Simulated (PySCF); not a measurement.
**How methods differ on the ionisation energy of Bi⁷⁹⁺**

Bi⁷⁹⁺ [He] 2s2 → Bi⁸⁰⁺ [He] 2s1 [2s1/2^1, M_J = 1/2], as a difference of total energies. All numbers are calculated (PySCF 2.14, the two-component X2C-1e Hamiltonian, in an even-tempered Gaussian basis (16 s from 73 bohr⁻², ratio 2.4; 13 p from 94 bohr⁻², ratio 2.4; 5 d from 290 bohr⁻², ratio 2.6; 4 f from 440 bohr⁻², ratio 2.6)). Correlated levels: nothing frozen; the 22 highest virtual spinors dropped. "Screened" scales the spin-orbit matrix elements by Boettger's factors to mimic the two-electron term; Breit and QED terms are absent.

| method | ionisation energy (eV) |
| --- | --- |
| GMP2 (spin-free) | 25306.7 |
| GHF (screened spin-orbit) | 25302.5 |
| GMP2 (screened spin-orbit) | 25309.2 |

Q: How much does correlation contribute at GMP2 (screened spin-orbit)?

A: 25309.2 − (25302.5) = 6.7 eV, measured against GHF (screened spin-orbit).

For this ion Breit and QED terms and the two-electron picture change, all absent here, outweigh the correlation shift from GHF to GMP2.

For comparison: 25260 ± 140 eV (theoretical estimate listed by NIST; NIST Atomic Spectra Database, ionization energies).
